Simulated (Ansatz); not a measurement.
Program: Ansatz. Geometries: PBE0-D4/def2-TZVP. ΔE: electronic, gas phase. CBS: MP2 limit from def2 TZ/QZ plus the TZ coupled-cluster correction, frozen cores. This one scheme is used for every species. Functionals use def2-TZVPP. B3LYP here is the variant with VWN-RPA as its local correlation; programs differ in this. Each species was taken in one conformer, which may not be the lowest.

Consider the formal exchange of groups at a P–Si bond: `N[SiH](F)P` + `[F][AlH2]` → `[F][AlH][PH2]` + `N[SiH2]F`.

```
   level  ΔE (kJ/mol)
  B97M-V        -17.8
B3LYP-D4        -26.3
```

Problem. What does CCSD(T)/CBS give? (An estimate is asked.)

Solution. The calculation gave: -29.6 kJ/mol. The listed levels differ from it by 11.8, 3.3 kJ/mol.

Problem. What do rigid-rotor, harmonic-oscillator terms from PBE0-D4/def2-TZVP frequencies (298.15 K, 1 bar) make of the CCSD(T)/CBS value? (Best estimate.)

Solution. Computed: ΔZPE = +3.1 kJ/mol, ΔH = -26.6 kJ/mol, ΔS = 14 J/(mol·K), ΔG = -30.9 kJ/mol.

Largest T1 diagnostic among the species: 0.014.

Leaving LDA and LC-ωPBE aside and taking each functional with its dispersion term where it has one, the values, not all of them listed here, spread over 13.1 kJ/mol, from B2PLYP to B97M-V. The D4 term adds +5.2 kJ/mol with B3LYP and +2.8 kJ/mol with PBE0; it sums over pairs of atoms, weighted by their polarisabilities, and B3LYP, whose exchange is more repulsive, gets the larger term.
